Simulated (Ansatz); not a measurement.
Species: CH3F3Si, charge 0, singlet. CH3F3Si (SMILES F[SiH2]C(F)F).
B3LYP-D3(BJ)/def2-TZVP minimum from Ansatz (a quantum-chemistry and plane-wave program):
```
Si
F 1 1.5972
H 1 1.4751 2 109.28
H 1 1.4751 3 112.20 2 121.37
C 1 1.9153 3 108.66 4 120.17
F 5 1.3760 1 110.44 3 59.47
F 5 1.3760 6 107.46 1 -120.52
H 5 1.0961 6 107.13 7 -114.85
```
Charge 0, spin multiplicity 1.

Atomisation energy term by term, kcal/mol (programs: Ansatz). Open shells are spin-unrestricted; no spin-orbit coupling. Cores are frozen in correlated methods. Rows without X2C or -DK are non-relativistic. CBS(X,Y): correlation extrapolated as X^-3, Hartree-Fock from the larger set. A bracket is a step between two methods taken in the basis named. '+ core + X2C': CCSD(T) terms for core correlation (cc-pwCVTZ, 1s frozen past Ne) and scalar relativity (cc-pVTZ-DK). For partners of very few electrons the exact lower level stands in for a higher one.

```
term                                       basis  kcal/mol
------------------  ----------------------------  --------
Hartree-Fock                         cc-pV(Q+d)Z    501.83
CCSD correlation    CBS(cc-pV(T+d)Z,cc-pV(Q+d)Z)    182.97
(T)                 CBS(cc-pV(T+d)Z,cc-pV(Q+d)Z)     12.88
CCSDT(Q) - CCSD(T)                   cc-pV(D+d)Z      0.82
core correlation                       cc-pwCVTZ      1.04
scalar relativity                X2C, cc-pVTZ-DK     -1.42
sum: De                                              698.1
```
